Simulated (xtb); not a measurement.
C3H5BO, SMILES C1=CB(O)C1. All values are semi-empirical tight-binding results from xtb (GFN2-xTB unless named), good for trends rather than for accurate numbers. Coordinates come from a GFN2-xTB optimisation. The structure was generated by enumeration, and PubChem lists no compound with its InChIKey, so it may never have been made. The values are those of a single conformer.

| Item | Value |
|---|---|
| point group as xtb finds it | Cs |
| orbital gap | 4.13 eV |
| dipole moment | 1.86 D |
| zero-point energy | 47.4 kcal/mol |
| G − E(el) at 298.15 K (modified RRHO) | 29.8 kcal/mol |
| static polarisability (D4 model) | 49.1 bohr³ |
| solvation energy, GFN2-xTB/ALPB(water) | -5.0 kcal/mol |
| solvation energy, GFN2-xTB/ALPB(ether) | -6.7 kcal/mol |

Computed IR lines (harmonic; lines under 4 % of the strongest left out, lines within 3 cm⁻¹ merged):
ν (cm⁻¹): 615 (m), 769 (m), 861 (w), 888 (m), 1062 (m), 1424 (vs), 2956 (w), 2981 (m), 3056 (w), 3093 (m) (against the strongest line: vs over 80 %, s over 45 %, m over 15 %, w over 4 %, vw less)
